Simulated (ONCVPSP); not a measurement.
Cutoff test, Xe, ONCV

| Property | Result |
| --- | --- |
| Element | Xe (Z = 54) |
| Generator | ONCVPSP 4.0.1 |
| Type | optimised norm-conserving Vanderbilt (ONCV) |
| Functional | BLYP |
| Relativity | fully relativistic |
| Frozen core | [Ar] 3d10 |
| Valence charge | 26 |
| Reference configuration | 4s2 4p6 4d10 5s2 5p5.75 (charge +0.25) |
| Partial waves | 4s+5s: rc 1.30 bohr, ncon 5, nbas 10, qcut 10.2 1/bohr, 3 projectors, debl 3.7 Ha; 4p+5p: rc 1.20 bohr, ncon 4, nbas 8, qcut 10.5 1/bohr, 2 projectors; 4d: rc 1.25 bohr, ncon 5, nbas 10, qcut 12 1/bohr, 2 projectors, debl 1.5 Ha |
| Local potential | polynomial inside 1.15 bohr (lpopt 5, dvloc0 8 Ha) |
| Core correction | polynomial model core, fcfact 0.75 |

Open shells are filled in proportion to 2j + 1.

In the d channel the program set the typed energies aside and used -2.229, 0.250 Ha (j = l + 1/2; the other j can differ).

Question: For each optimised wave give the share of its norm inside rc, the residual kinetic energy above qcut (Ha) and the cutoffs (Ha) for errors of 10, 1, 0.1 and 0.01 mHa per electron.

Answer:

```json
{"wave": "4s", "norm inside rc": "0.982", "residual KE": "1.4e-05", "10 mHa": "32.4", "1 mHa": "40.6", "0.1 mHa": "46.7", "0.01 mHa": "60.8"}
{"wave": "5s", "norm inside rc": "0.167", "residual KE": "2.2e-05", "10 mHa": "30.8", "1 mHa": "40.7", "0.1 mHa": "47.6", "0.01 mHa": "67.7"}
{"wave": "s projector 3", "norm inside rc": "0.066", "residual KE": "3.1e-05", "10 mHa": "30.1", "1 mHa": "41.1", "0.1 mHa": "48.5", "0.01 mHa": "66.9"}
{"wave": "4p j=3/2", "norm inside rc": "0.930", "residual KE": "7.7e-06", "10 mHa": "23.7", "1 mHa": "28.6", "0.1 mHa": "43.1", "0.01 mHa": "53.9"}
{"wave": "5p j=3/2", "norm inside rc": "0.058", "residual KE": "1.3e-05", "10 mHa": "20.2", "1 mHa": "26.0", "0.1 mHa": "45.3", "0.01 mHa": "58.2"}
{"wave": "4p j=1/2", "norm inside rc": "0.945", "residual KE": "3.7e-06", "10 mHa": "26.4", "1 mHa": "32.3", "0.1 mHa": "36.5", "0.01 mHa": "46.9"}
{"wave": "5p j=1/2", "norm inside rc": "0.068", "residual KE": "1.3e-05", "10 mHa": "22.4", "1 mHa": "28.3", "0.1 mHa": "35.6", "0.01 mHa": "58.0"}
{"wave": "4d j=5/2", "norm inside rc": "0.862", "residual KE": "4.9e-06", "10 mHa": "45.7", "1 mHa": "55.6", "0.1 mHa": "63.3", "0.01 mHa": "70.1"}
{"wave": "d projector 2 j=5/2", "norm inside rc": "0.039", "residual KE": "1.3e-06", "10 mHa": "35.5", "1 mHa": "47.9", "0.1 mHa": "58.0", "0.01 mHa": "66.2"}
{"wave": "4d j=3/2", "norm inside rc": "0.870", "residual KE": "6.1e-06", "10 mHa": "46.4", "1 mHa": "56.2", "0.1 mHa": "63.8", "0.01 mHa": "70.7"}
{"wave": "d projector 2 j=3/2", "norm inside rc": "0.039", "residual KE": "1.7e-06", "10 mHa": "36.2", "1 mHa": "48.6", "0.1 mHa": "58.7", "0.01 mHa": "66.8"}
```

The occupied waves need 56 Ha and 64 Ha for 1 and 0.1 mHa.
